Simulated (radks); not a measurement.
The nitrogen ion N+ inside a hard spherical wall (all orbitals vanish at R), configuration held at [He] 2s2 2p2 and not refilled when levels cross. Method: scalar-relativistic Kohn-Sham, LDA (Slater exchange, Perdew-Wang correlation), spin-polarised, spherical densities, point nucleus; open shells are filled with parallel spins first; computed with a radial shooting solver on a logarithmic mesh with Libxc functionals. Eigenvalues in eV for spin up, with the zero of energy where the potential of the charges vanishes at infinity; a dash marks a level that is unbound or too diffuse for the functional's potential to be trusted. A positive occupied level is held by the wall or, in an anion where self-interaction has pushed it up, behind a barrier. The pressure on the wall is -dE/dV.

R (bohr),E (hartree),kinetic (hartree),e(1s),e(2s),e(2p),"e(3s, empty)","e(3p, empty)",pressure (GPa)
free,-53.61497,53.420,-398.57,-33.528,-22.111,-5.566,-3.664,0
15,-53.61497,53.420,-398.57,-33.528,-22.111,-5.565,-3.659,< 0.0001
8,-53.61497,53.420,-398.57,-33.528,-22.111,-5.300,-3.043,< 0.0001
6,-53.61485,53.422,-398.55,-33.520,-22.101,-4.018,-1.180,0.0191
4,-53.60137,53.532,-397.84,-33.085,-21.582,4.794,8.566,4.62
2.5,-53.17986,55.502,-388.63,-26.297,-14.123,53.498,52.954,379
2,-52.20299,58.768,-376.74,-14.496,-2.616,114.05,103.45,1980
